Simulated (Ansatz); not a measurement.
Reaction (ligand exchange at the Al–S bond): `[NH2][Al]([F])[SH]` + `O[SiH3]` → `[NH2][Al]([F])[O][SiH3]` + H₂S

Computed with Ansatz on PBE0-D4/def2-TZVP structures; ΔE is electronic, products minus reactants. CCSD(T)/CBS is the MP2 limit (def2-TZVPP, def2-QZVPP) plus CCSD(T) − MP2 in def2-TZVPP, frozen cores. This one scheme is used for every species. Functionals use def2-TZVPP. Each species was taken in one conformer, which may not be the lowest.

```csv
level,ΔE (kJ/mol)
revPBE-D4,-35.3
CCSD/def2-SVP,-61.5
```

**Question.** What does CCSD(T)/CBS give? (An estimate is asked.)

**Answer.** Computed: -48.5 kJ/mol. The listed levels differ from it by 13.2, -13.0 kJ/mol.

Largest T1 diagnostic among the species: 0.011.

From BLYP to BHLYP (50 % exact exchange), in def2-TZVPP and without D4, ΔE moves by −7.1 kJ/mol. At CCSD(T), def2-SVP lies −11.0 kJ/mol from the extrapolated value and def2-TZVPP −3.0 kJ/mol. Leaving LDA and LC-ωPBE aside and taking each functional with its dispersion term where it has one, the values, not all of them listed here, spread over 21.5 kJ/mol, from BHLYP-D4 to revPBE-D4.
